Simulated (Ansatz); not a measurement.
Species: C6H11, net charge 0, doublet state. It need not be the lowest isomer of its formula. SMILES: C/C=C\[CH]CC
Coordinates optimised at B3LYP-D3(BJ)/def2-TZVP (Ansatz, a quantum-chemistry and plane-wave program):
```xyz
17

C      2.0362    -0.0381     1.0002
C      1.1796     0.8639     0.0961
C      0.6308     0.1353    -1.0893
C     -0.6133    -0.4510    -1.2428
C     -1.6900    -0.5457    -0.3734
C     -1.7859    -0.0512     1.0346
H      2.4566     0.5302     1.8327
H      1.4410    -0.8564     1.4087
H      2.8622    -0.4799     0.4395
H      0.3822     1.3139     0.6854
H      1.8045     1.6891    -0.2594
H      1.3176     0.0222    -1.9220
H     -0.7759    -0.9187    -2.2101
H     -2.5747    -1.0332    -0.7658
H     -0.8945    -0.2836     1.6199
H     -1.9213     1.0360     1.0785
H     -2.6423    -0.4987     1.5399
```
Charge 0, spin multiplicity 2.

Quantity: atomisation energy (electronic, to ground-state atoms), in eV. Valence correlation only, unless marked. Open shells are spin-unrestricted. No spin-orbit coupling. No relativistic terms. The coupled-cluster limit lacks core correlation, which all-electron functionals hold. Basis-set limits of correlation are two-point, X^-3; Hartree-Fock from the larger set. [CCSD(T)-MP2]/basis is that difference in the basis named.

```tsv
level	program	atomisation energy (eV)
PBE-D3(BJ)/def2-TZVPD	Ansatz + dftd3	73.25
```

What does RI-MP2/CBS(cc-pVTZ,cc-pVQZ)+[CCSD(T)-MP2]/cc-pVTZ (Ansatz) give?

71.48 eV, so PBE-D3(BJ)/def2-TZVPD differs from it by 1.77 eV.
